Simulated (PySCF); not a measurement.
One of the candidates below gave these computed data.

All candidates are C7H12Si2.

- 13C NMR: chemical shifts (computed TMS as zero) by class: 159.6 (1 C), 135.1 (1 C), 91.9 (1 C), 79.5 (1 C), 44.4 (1 C), 37.2 (1 C), 12.0 (1 C) ppm [GIAO PBE0/pcSseg-1]
- 1H NMR: chemical shifts (computed TMS as zero) by class: 6.46 (1 H), 5.90 (1 H), 4.55 (1 H), 3.51 (3 H), 3.40 (1 H), 2.27 (1 H), 1.75 (1 H), 1.73 (1 H), 1.65 (1 H), 1.17 (1 H) ppm [GIAO PBE0/pcSseg-1]
- Rotational structure: rotational constants A, B, C: 1.466, 0.876, 0.856 GHz [GFN2-xTB]
- NMR, other nuclei: isotropic shieldings of nuclei other than C and H, by class: 394 (1 Si), 462 (1 Si) ppm [GIAO PBE0/pcSseg-1]
- Dipole: 0.62 D [PBE0/pcSseg-1]

Electronic properties: PySCF, gas phase, density fitting. Levels stand in brackets. Geometry: GFN2-xTB, one conformer, isolated molecule. GFN2-xTB frequencies show an imaginary mode (33i cm⁻¹), so this geometry is no minimum at that level. NMR classes are plain means over equivalent atoms (diastereotopic ones count apart unless rotation or inversion swaps them), as if these changed places fast.

Task: Which candidate is it?
A. `C[C@@H]1[SiH2]C=C1C#CC[SiH3]`
B. `C#C[Si@@]1([SiH3])CCCC1=C`
C. `C#C[C@@H]1[SiH2]C=C1CC[SiH3]`
D. `C#C[C@@H]1CC[Si@H]([SiH3])C1=C`
E. `C#CC[C@@H]1C[SiH2]C=C1[SiH3]`

Result: D. It is `C#C[C@@H]1CC[Si@H]([SiH3])C1=C`. Numbering: `[CH:1]#[C:2][C@@H:3]1[CH2:4][CH2:5][Si@H:6]([SiH3:7])[C:8]1=[CH2:9]`. Its formula, C7H12Si2, gives 4 degrees of unsaturation: 1 ring and 3 π bonds in the structure found. 7 carbons fall into 7 classes; from least to most shielded: fully substituted alkene carbon [C8] (159.6 ppm), terminal =CH2 carbon [C9] (135.1 ppm), alkyne carbon [C2] (91.9 ppm), terminal alkyne carbon [C1] (79.5 ppm), allylic carbon [C3] (44.4 ppm), ring CH2 carbon [C4] (37.2 ppm), ring sp3 carbon bound to silicon [C5] (12.0 ppm). Hydrogen classes from least to most shielded: 1 H on a terminal =CH2 carbon, C9 (6.46 ppm), 1 H on a terminal =CH2 carbon, C9 (5.90 ppm), 1 H on an SiH silicon, Si6 (4.55 ppm), 3 H on an SiH3 silicon, Si7 (3.51 ppm), 1 H on an allylic carbon, C3 (3.40 ppm), 1 H on a ring CH2 carbon, C4 (2.27 ppm), 1 H on a ring CH2 carbon, C4 (1.75 ppm), 1 H on a terminal alkyne carbon, C1 (1.73 ppm), 1 H on an sp3 carbon bound to silicon, C5 (1.65 ppm), 1 H on an sp3 carbon bound to silicon, C5 (1.17 ppm). The other shieldings belong to: 394 ppm, SiH silicon [Si6]; 462 ppm, SiH3 silicon [Si7]. The optimised geometry has point group C1 and is an asymmetric top.

The others, at the same levels:
- `C#C[C@@H]1[SiH2]C=C1CC[SiH3]` fails: its computed 13C shifts are 181.2 (1 C), 132.8 (1 C), 90.8 (1 C), 77.1 (1 C), 37.6 (1 C), 26.3 (1 C), 16.4 (1 C) ppm, 1H shifts are 5.79 (1 H), 5.04 (1 H), 4.80 (1 H), 3.85 (3 H), 3.03 (1 H), 2.49 (1 H), 2.25 (1 H), 2.19 (1 H), 1.70 (1 H), 0.90 (1 H) ppm and rotational constant A is 2.052 GHz (against 1.466 GHz).
- `C#CC[C@@H]1C[SiH2]C=C1[SiH3]` fails: its computed 13C shifts are 176.0 (1 C), 150.6 (1 C), 89.4 (1 C), 74.8 (1 C), 56.3 (1 C), 28.9 (1 C), 16.4 (1 C) ppm, 1H shifts are 6.82 (1 H), 4.72 (1 H), 4.52 (1 H), 4.25 (3 H), 3.26 (1 H), 2.56 (1 H), 1.65 (1 H), 1.62 (1 H), 1.41 (1 H), 1.24 (1 H) ppm and rotational constant A is 1.288 GHz (against 1.466 GHz).
- `C#C[Si@@]1([SiH3])CCCC1=C` fails: its computed 13C shifts are 162.0 (1 C), 133.6 (1 C), 104.6 (1 C), 91.3 (1 C), 44.6 (1 C), 30.9 (1 C), 22.2 (1 C) ppm, 1H shifts are 6.37 (1 H), 5.91 (1 H), 3.57 (3 H), 2.58 (1 H), 2.27 (1 H), 2.11 (1 H), 2.03 (1 H), 1.80 (1 H), 1.48 (1 H), 0.90 (1 H) ppm and rotational constant A is 1.247 GHz (against 1.466 GHz).
- `C[C@@H]1[SiH2]C=C1C#CC[SiH3]` fails: its computed 13C shifts are 160.7 (1 C), 141.8 (1 C), 104.9 (1 C), 83.3 (1 C), 36.0 (1 C), 19.6 (1 C), 1.8 (1 C) ppm, 1H shifts are 6.15 (1 H), 4.84 (1 H), 4.50 (1 H), 4.03 (3 H), 2.33 (1 H), 2.11 (1 H), 2.11 (1 H), 1.35 (3 H) ppm and rotational constant A is 2.961 GHz (against 1.466 GHz).

Each candidate is one conformer, not necessarily the lowest. Dipoles, sizes and rotational constants follow the conformer. The torsions of the flexible species, by atom-mapped SMILES:
- `[CH:1]#[C:2][C@@H:3]1[SiH2:4][CH:5]=[C:6]1[CH2:7][CH2:8][SiH3:9]`: C5–C6–C7–C8 -87°, C6–C7–C8–Si9 -179°

The conformers of `C#C[C@@H]1CC[Si@H]([SiH3])C1=C`, `C#CC[C@@H]1C[SiH2]C=C1[SiH3]` and `C#C[Si@@]1([SiH3])CCCC1=C` aren't listed.
